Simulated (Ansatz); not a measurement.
Ideal-gas functions of Cl$_{3}$FHf (`[F][Hf]([Cl])([Cl])[Cl]`) at 500 K and 1 bar, from an Ansatz frequency run at PBE0-D4/def2-TZVP.

Molar mass 303.85 g/mol, point group C3v (symmetry number 3), electronic degeneracy 1, moments of inertia 378.068, 378.119, 514.48 u Å². Harmonic wavenumbers (cm⁻¹, unscaled): 99, 99, 101, 145, 145, 386, 395, 395, 668.

Use S(trans) = R[1.5 ln M + 2.5 ln T − 1.1517]; rotational temperatures θ = 24.2544 K / I; S(rot) = R[ln(√π/σ · √(T³/θAθBθC)) + 1.5]; for each mode x = 1.438777 ν̃/T, S = R[x/(eˣ − 1) − ln(1 − e⁻ˣ)] and H = RT x/(eˣ − 1); 1 cm⁻¹ = 0.0119627 kJ/mol; R = 8.31446 J/(mol·K).

Question: By hand: the entropy, in J/(mol·K).

Answer: Translation 190.9. Rotation: θ = 0.0642, 0.0641, 0.0471 K, giving 121.1. Vibration, mode by mode: 18.78, 18.78, 18.62, 15.64, 15.64, 7.86, 7.68, 7.68, 4.05, in all 114.7. Electronic 0.0. Sum 426.7 J/(mol·K).

Question: By hand: H − E and G − E in kJ/mol, counted from the electronic energy.

Answer: Zero-point energy ½ × 2433 × 0.0119627 = 14.6; thermal vibration 25.6; translation, rotation and pV give 4 RT = 16.6. H − E = 56.8 kJ/mol, and G − E = 56.8 − 500 × 426.7/1000 = -156.5 kJ/mol.

Vibration gives 27 % of the entropy, 87.5 J/(mol·K) of it from the modes under 150 cm⁻¹: soft modes count most, and the harmonic formula is weakest for them.
